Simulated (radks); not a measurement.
Q: Sm44+, configuration [Ar] (the NIST ground configuration). Method: Dirac Kohn-Sham, PBE, spin-unpolarised, spherical densities, finite nucleus; Fermi nuclear charge, rms radius 5.0819 fm; computed with a radial shooting solver on a logarithmic mesh with Libxc functionals. Some entries of the table are withheld. Estimate them.

| orbital | occ. | eigenvalue (Ry) | <1/r> (bohr^-1) |
|---|---|---|---|
| 1s1/2 | 2 | -3626.987 | 68.81 |
| 2s1/2 | 2 | -754.4760 | 16.52 |
| 2p1/2 | 2 | -727.2594 | (1) |
| 2p3/2 | 4 | -682.1870 | (2) |
| 3s1/2 | 2 | -287.9602 | 6.545 |
| 3p1/2 | 2 | (3) | 6.474 |
| 3p3/2 | 4 | (4) | 6.011 |
| 3d3/2 | 0 | -251.4991 | 5.887 |
| 3d5/2 | 0 | -248.8561 | 5.771 |
| 4s1/2 | 0 | -149.3793 | 3.400 |

A: 
(1) 2p1/2 <1/r> (bohr^-1): 16.45
(2) 2p3/2 <1/r> (bohr^-1): 14.69
(3) 3p1/2 eigenvalue (Ry): -277.6720
(4) 3p3/2 eigenvalue (Ry): -266.5189
